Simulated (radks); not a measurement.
The numbers below are computed, except where a source is named.
Spherical jellium clusters: N electrons in a uniform positive sphere of charge N and radius rs N^(1/3), rs = 2.62 bohr. Level of theory: non-relativistic Kohn-Sham, PBE, spin-polarised, spherical densities (a radial shooting solver with Libxc functionals). Levels are named by radial order and angular momentum (1s, 1p, 1d, 2s, ...), and open shells are averaged over m.

N = 6, configuration 1s2 1p(up 3, down 1). This is the lowest configuration that the search found. Occupied and some empty levels:

| level | occupation | eigenvalue (eV) | <r> (bohr) |
|---|---|---|---|
| 1s up | 1 | -7.2081 | 3.385 |
| 1s down | 1 | -6.6130 | 3.281 |
| 1p up | 3 | -4.1555 | 4.383 |
| 1p down | 1 | -3.3967 | 4.443 |
| 2s up | 0 | -1.0944 | 7.141 |
| 1d up | 0 | -1.0377 | 5.949 |

Energy (eV): total -6.72204, kinetic 20.766, external -231.03, Hartree 109.07, exchange-correlation -28.985, background 123.46.

Electron density:

| r (bohr) | n(r) (e/bohr^3) |
|---|---|
| 0.391 | 0.01240 |
| 1.04 | 0.01323 |
| 1.70 | 0.01410 |
| 2.35 | 0.01412 |
| 3.00 | 0.01264 |
| 3.66 | 0.009822 |
| 4.31 | 0.006509 |
| 4.96 | 0.003701 |
| 5.62 | 0.001885 |
| 6.27 | 0.0009026 |
| 6.92 | 0.0004192 |
| 7.58 | 0.0001928 |
| 8.23 | 0.00008820 |
